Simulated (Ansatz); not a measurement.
Abridged output of a molecular run in Ansatz:

```
Functional definition: HF
1761 factors; integrals over basis functions are off by at most 1.2e-3 eV
mean field evaluation 1: about -15901.7759 eV, gradient 5.5e1 eV
mean field evaluation 2: about -15902.0143 eV, gradient 5.5e1 eV
mean field evaluation 4: about -15907.9808 eV, gradient 4.5e0 eV
mean field evaluation 8: about -15908.0660 eV, gradient 3.2e-1 eV
mean field evaluation 16: about -15908.0664 eV, gradient 1.2e-6 eV
mean field -15908.06637632 eV, -584.6106564552 hartree, gradient 1.2e-6 eV, S^2 0.000000; 0 other end points of the search recorded, 0 dependent functions left out
10 core orbitals not correlated: weight in the atoms' cores, before any rotation towards them, 1.000 or more for the frozen orbitals, at most 0.000 for the correlated occupied ones
reference -15908.06637632 eV, -584.6106564552 hartree; 18, 18 occupied and 267, 267 virtual orbitals, 1761 factors
second order -29.82508388 eV of doubles, -0.00000000 eV of singles
cycle   1  -30.16669128 eV  change   -3.4e-1 eV  update   1.1e-1
cycle   2  -30.80479645 eV  change   -6.4e-1 eV  update   3.3e-2
cycle   3  -30.96110200 eV  change   -1.6e-1 eV  update   1.8e-2
cycle   4  -30.94524050 eV  change    1.6e-2 eV  update   4.8e-3
cycle   5  -30.94277097 eV  change    2.5e-3 eV  update   2.3e-3
cycle   6  -30.94397183 eV  change   -1.2e-3 eV  update   8.2e-4
cycle   7  -30.94366595 eV  change    3.1e-4 eV  update   2.8e-4
cycle   8  -30.94352827 eV  change    1.4e-4 eV  update   8.9e-5
cycle   9  -30.94356046 eV  change   -3.2e-5 eV  update   3.4e-5
perturbative correction -1.09648587 eV, -0.0402951125 hartree
Total energy: -15940.10642265 eV, -585.7881064402 hartree
```

Its atoms:

Z-matrix (Å, degrees):
```
C
Si 1 1.861
H 1 1.092 2 110.9
H 1 1.092 2 111.1 3 -120.6
H 1 1.094 2 110.8 3 119.3
N 2 1.705 1 109.2 3 -176.5
F 2 1.622 1 104.9 3 -55.2
B 2 2.030 1 116.5 3 61.2
H 6 1.007 2 120.3 1 -160.9
H 6 1.007 2 123.2 1 45.2
O 8 1.355 2 117.4 1 141.1
H 8 1.207 2 124.0 1 -39.6
H 11 0.962 8 113.9 2 178.7
```

Q: Which basis set was used?
A. def2-TZVPP
B. def2-SVPD
C. def2-SVP
D. cc-pV(Q+d)Z

A: A. It gives 295 functions.

Q: Write the keys of the input that set method, charge and spin (a neutral closed shell needs none for the last two).

A: 
```yaml
correlation: {method: ccsd_t}
```
